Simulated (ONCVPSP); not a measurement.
nitrogen, ONCV: configuration errors across variants

ONCVPSP 4.0.1 input, shortened (lines: element, Z, core and valence counts, functional; n l f; lmax; l rc ep ncon nbas qcut; lloc lpopt rc5 dvloc0; l nproj debl; icmod fcfact rcfact), PBEsol, scalar-relativistic:

```
  N 7.00    1    2  -116133      upf
    1    0    2.00
    2    0    2.00
    2    1    2.50
    1
    0    0.95    0.00    4    8    8.70
    1    2.50    0.00    4    8    4.80
    4    3    0.65    0.00
    0    1    2.10
    1    3    2.80
    2    0.25    0.95
```

All-electron excitation energies from the reference (eV): (1) 2s2 2p3 -5.063; (2) 2s2 2p2 8.458; (3) 2s2 2p1 37.195; (4) 2s0 2p5 17.832.

Errors AE − PS in meV (a dash: test not solved or not reliable):

```tsv
change	(1)	(2)	(3)	(4)	bound ghosts	GHOST(+) flags above zero
base	+37	+70	+1007	+50	none	p
all radii but the core radius scaled by about 0.87 (s 0.82, p 2.18 bohr); local potential polynomial inside 0.56 bohr (lpopt 3, dvloc0 0 Ha)	+25	+49	+737	+66	none	p
all radii but the core radius scaled by about 1.03 (s 0.98, p 2.58 bohr); local potential polynomial inside 0.68 bohr (lpopt 3, dvloc0 0 Ha)	+40	+75	+1072	+43	none	p
all radii but the core radius scaled by about 1.12 (s 1.06, p 2.80 bohr); local potential polynomial inside 0.72 bohr (lpopt 3, dvloc0 0 Ha)	+48	+91	+1279	+16	none	p
all radii but the core radius scaled by about 1.25 (s 1.18, p 3.12 bohr); local potential polynomial inside 0.80 bohr (lpopt 3, dvloc0 0 Ha)	+58	+113	+1581	-45	none	p
all radii but the core radius scaled by about 1.29 (s 1.22, p 3.22 bohr); local potential polynomial inside 0.84 bohr (lpopt 3, dvloc0 0 Ha)	+60	+120	+1687	–	none	p
```

**Question.** Give the same row for: all radii but the core radius scaled by about 0.80 (s 0.76, p 2.00 bohr); local potential polynomial inside 0.52 bohr (lpopt 3, dvloc0 0 Ha).

**Answer.** +19, +39, +601, +70; bound ghosts: none; GHOST(+) flags above zero: none.
